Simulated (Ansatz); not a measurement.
Basis sets compared for Al8As7H22⁻, a nanocrystal cut from wurtzite AlAs (hydrogen-capped). Charge -1, multiplicity 1. Geometry PBE-D4/def2-SVP. Ansatz on 2 threads of AMD EPYC 7R13 on a shared host and a share (18 GiB) of an NVIDIA H100 80GB HBM3; times are rough, and most runs start from earlier orbitals.

Cartesian coordinates in Å:
```
As 1.4945 -3.3806 -2.1924
Al -0.4836 -2.8053 -3.7075
Al 2.0024 -2.1274 -0.0641
As 1.6376 0.2622 -0.6569
As -1.6417 -1.4275 -1.9767
Al -0.4865 0.7654 -1.9156
Al 2.0023 1.5832 1.4208
As 1.4958 3.9595 0.7466
As -1.6395 2.3987 -0.4495
Al -0.4751 4.5862 -0.7573
As 0.0358 -2.6004 1.3468
Al -2.1608 -2.7514 0.1043
Al 0.2510 -1.4258 3.5635
As 0.0349 0.9534 2.7679
Al -2.1585 1.9261 1.9715
H 2.7792 -3.4758 -3.0171
H 1.4438 -4.8512 -1.7815
H 0.1721 -1.9224 -4.8850
H -1.2429 -4.1801 -4.0576
H 3.4695 -2.4750 0.4809
H 2.7881 0.6349 -1.5902
H -2.9916 -1.0831 -2.6083
H -0.1425 1.3454 -3.3703
H 3.4694 1.4575 2.0549
H 2.7819 4.6010 0.2233
H 1.4369 4.7370 2.0603
H -2.9893 2.5870 -1.1442
H 0.1867 4.7522 -2.2172
H -1.2344 5.8276 -0.0700
H 0.3253 -4.0600 1.7058
H -2.3020 -4.2915 -0.3545
H -3.3276 -2.0360 0.9378
H 1.7568 -1.6397 4.1011
H -0.9908 -1.8052 4.5117
H 0.3256 1.7619 4.0347
H -3.3306 0.8391 2.0845
H -2.2922 3.3598 2.6994
```

Single mean-field runs in def2-SVP, def2-TZVP are fitted with def2-universal-jkfit.

```json
{"level": "PBE-D4/def2-SVP", "functions": "478", "energy (Eh)": "-17598.2921", "HOMO (eV)": "-3.28", "LUMO (eV)": "0.65", "wall time": "7 s"}
{"level": "PBE0-D4/def2-SVP", "functions": "478", "energy (Eh)": "-17598.9896", "HOMO (eV)": "-4.30", "LUMO (eV)": "1.33", "wall time": "6 s"}
```

**Question.** Estimate the rows for PBE-D4/def2-TZVP (with forces), PBE0-D4/def2-TZVP.

**Answer.** 
```csv
level,functions,energy (Eh),HOMO (eV),LUMO (eV),wall time
PBE-D4/def2-TZVP (with forces),764,-17600.9116,-3.34,0.52,17 s
PBE0-D4/def2-TZVP,764,-17601.5897,-4.32,1.22,13 s
```
